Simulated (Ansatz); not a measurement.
`[SiH3][GaH][SH]` + `[OH][Sn][Cl]` → `[SiH3][O][Sn][Cl]` + `[SH][GaH2]` at 600 K and 1 bar (cleavage of the Si–Ga bond).

Gas-phase electronic energies from Ansatz, PBE0-D4/def2-TZVP geometries. CCSD(T)/CBS is the MP2 limit (def2-TZVPP, def2-QZVPP) plus CCSD(T) − MP2 in def2-TZVPP, frozen cores. Elements past krypton have def2 core potentials. For Ga, Sn outer-core shells are correlated without core-valence functions, which leaves a few kJ/mol of doubt a bond. Scalar relativity is left out up to krypton. One conformer a species, not always the lowest.

```csv
species,CCSD(T)/CBS energy (Eh),H − E (kJ/mol),S (J/(mol·K))
`[SiH3][GaH][SH]`,-2613.82650,163.2,431.4
`[OH][Sn][Cl]`,-749.66523,70.8,351.2
`[SiH3][O][Sn][Cl]`,-1039.98803,131.5,441.5
`[SH][GaH2]`,-2323.53734,95.0,327.9
```

H − E and S are ideal-gas, rigid-rotor, harmonic terms from PBE0-D4/def2-TZVP, for one conformer and one mirror image of each species. 1 Eh = 2625.50 kJ/mol, R = 8.31446 J/(mol·K).

Question: By hand: ΔE, ΔH, ΔS and ΔG.

Answer: ΔE = (-1039.98803) + (-2323.53734) − (-2613.82650) − (-749.66523) = -0.03364 Eh = -88.3 kJ/mol. Δ(H − E) = 131.5 + 95.0 − 163.2 − 70.8 = -7.5, so ΔH = -95.8 kJ/mol. ΔS = 441.5 + 327.9 − 431.4 − 351.2 = -13.2 J/(mol·K). ΔG = -95.8 − 600 × (-13.2)/1000 = -87.9 kJ/mol.

Question: By hand: the equilibrium constant, and the temperature at which ΔG would vanish if ΔH and ΔS stayed fixed.

Answer: log₁₀ K = −ΔG/(RT ln 10) = 7.7. ΔG = 0 at ΔH/ΔS = 7258 K, far beyond where these terms or the molecules hold.

The number of gas molecules stays the same, so ΔS is small and ΔH decides. A doubt of 5 kJ/mol in ΔE shifts log₁₀ K by 0.4 here. Other conformers and mirror images would add mixing entropy, several J/(mol·K) or more a flexible species. Modes under 60 cm⁻¹, often nearly free rotors, make the harmonic entropy too high. These are equilibria of isolated gas molecules and say nothing of rates. Largest T1 diagnostic: 0.017 (customary marks: 0.02 for closed shells, 0.045 for open ones).
